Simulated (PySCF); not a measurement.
## Working out the electron affinity of K

K⁻ [Ar] 4s2 (1S) → K [Ar] 4s1 (2S). Computed with PySCF 2.14 in def2-QZVPPD (11s6p4d3f, 70 functions), with the non-relativistic Hamiltonian (point nucleus). Frozen: [Ne]. Energies in hartree (1 hartree = 27.21139 eV):

| part | K⁻ (lower) | K (upper) |
| --- | --- | --- |
| UHF | -599.157647 | -599.164594 |
| MP2 opposite-spin | -0.168957 | -0.153120 |
| MP2 same-spin | -0.055966 | -0.054769 |

What does Hartree-Fock give?

(-599.164594) − (-599.157647) = -0.006947 hartree = -0.189 eV.

What do MP2 and SCS-MP2 (6/5 opposite-spin, 1/3 same-spin) give?

The opposite-spin parts differ by 0.431 eV and the same-spin parts by 0.033 eV. MP2: -0.189 + (0.431) + (0.033) = 0.275 eV. SCS-MP2: -0.189 + 1.2 × (0.431) + (0.033)/3 = 0.339 eV.

A first-order spin-orbit estimate adds 0.000 eV to MP2 (valence and next inner shell), giving 0.275 eV against 0.501 eV (measured; photodetachment measurements, as compiled on the Wikipedia data page of electron affinities).

The calculation is non-relativistic.

What remains against the reference includes basis incompleteness, the frozen core and correlation beyond second order.
